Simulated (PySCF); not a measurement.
Species: 2,3,3-trimethylbutanenitrile, C₇H₁₃N.
Atom-mapped SMILES: `[CH3:1][C@H:2]([C:3]#[N:4])[C:5]([CH3:6])([CH3:7])[CH3:8]` (hydrogens: H9, H10, H11 on C1; H12 on C2; H13, H14, H15 on C6; H16, H17, H18 on C7; H19, H20, H21 on C8)

The same species was optimised twice, with GFN2-xTB and with PBE0-D3(BJ)/def2-SVP (PySCF), and the same property calculations (PySCF, gas phase) were run on both structures.

| coordinate | GFN2-xTB | PBE0-D3(BJ)/def2-SVP | change |
| --- | --- | --- | --- |
| C2–C3 (Å) | 1.445 | 1.465 | +0.020 |
| C3≡N4 (Å) | 1.144 | 1.158 | +0.014 |
| C2–C5 (Å) | 1.553 | 1.561 | +0.008 |
| C1–C2 (Å) | 1.534 | 1.531 | -0.003 |
| C5–C7 (Å) | 1.533 | 1.531 | -0.002 |
| C5–C6 (Å) | 1.530 | 1.530 | 0.000 |
| C5–C8 (Å) | 1.530 | 1.530 | 0.000 |
| C1–C2–C3 (°) | 107.9 | 109.3 | +1.4 |
| C2–C5–C8 (°) | 110.1 | 109.1 | -1.0 |
| C3–C2–C5 (°) | 110.0 | 110.6 | +0.6 |
| C2–C5–C7 (°) | 107.9 | 108.5 | +0.6 |
| C1–C2–C5 (°) | 115.4 | 115.7 | +0.3 |
| C6–C5–C7 (°) | 109.3 | 109.5 | +0.2 |
| C6–C5–C8 (°) | 109.8 | 109.9 | +0.1 |
| C7–C5–C8 (°) | 108.9 | 109.0 | +0.1 |
| C1–C2–C5–C6 (°) | 62 | 63 | +1 |

Rotational constants: A = 2690, B = 1711, C = 1384 MHz (GFN2-xTB) against A = 2655, B = 1689, C = 1363 MHz (PBE0-D3(BJ)/def2-SVP). Point groups within 0.08 Å: C1 and C1.

On the GFN2-xTB structure: HOMO (eV) -9.00 [PBE0/pcSseg-1]; LUMO (eV) 0.73 [PBE0/pcSseg-1]; dipole (D) 4.02 [PBE0/pcSseg-1]; GIAO shielding of C1 (ppm) 171.0 [PBE0/pcSseg-1]; GIAO shielding of C2 (ppm) 149.4 [PBE0/pcSseg-1]; GIAO shielding of C3 (ppm) 59.3 [PBE0/pcSseg-1]; GIAO shielding of N4 (ppm) -32.6 [PBE0/pcSseg-1]; GIAO shielding of C5 (ppm) 151.8 [PBE0/pcSseg-1]; GIAO shielding of C6/C7/C8 (mean) (ppm) 158.2 [PBE0/pcSseg-1].

Question: What do these properties become on the PBE0-D3(BJ)/def2-SVP structure?

Answer: 
| property | level | on GFN2-xTB | on PBE0-D3(BJ)/def2-SVP | change |
| --- | --- | --- | --- | --- |
| HOMO (eV) | PBE0/pcSseg-1 | -9.00 | -8.96 | +0.04 |
| LUMO (eV) | PBE0/pcSseg-1 | 0.73 | 0.67 | -0.06 |
| dipole (D) | PBE0/pcSseg-1 | 4.02 | 4.07 | +0.05 |
| energy, GFN2-xTB geometry as zero (kcal/mol) | PBE0/pcSseg-1 | 0.0 | -0.8 | -0.8 |
| GIAO shielding of C1 (ppm) | PBE0/pcSseg-1 | 171.0 | 169.7 | -1.3 |
| GIAO shielding of C2 (ppm) | PBE0/pcSseg-1 | 149.4 | 146.2 | -3.2 |
| GIAO shielding of C3 (ppm) | PBE0/pcSseg-1 | 59.3 | 56.7 | -2.6 |
| GIAO shielding of N4 (ppm) | PBE0/pcSseg-1 | -32.6 | -39.6 | -7.0 |
| GIAO shielding of C5 (ppm) | PBE0/pcSseg-1 | 151.8 | 150.8 | -1.0 |
| GIAO shielding of C6/C7/C8 (mean) (ppm) | PBE0/pcSseg-1 | 158.2 | 156.1 | -2.1 |

The heavy atoms differ by 0.023 Å rms after alignment. Among bonds between heavy atoms C2–C3 changes most (+0.020 Å). Changes are differences of the printed values. Neither structure is proved a minimum here.

Conformer computed: `[CH3:1][C@H:2]([C:3]#[N:4])[C:5]([CH3:6])([CH3:7])[CH3:8]`: C1–C2–C5–C6 63°.
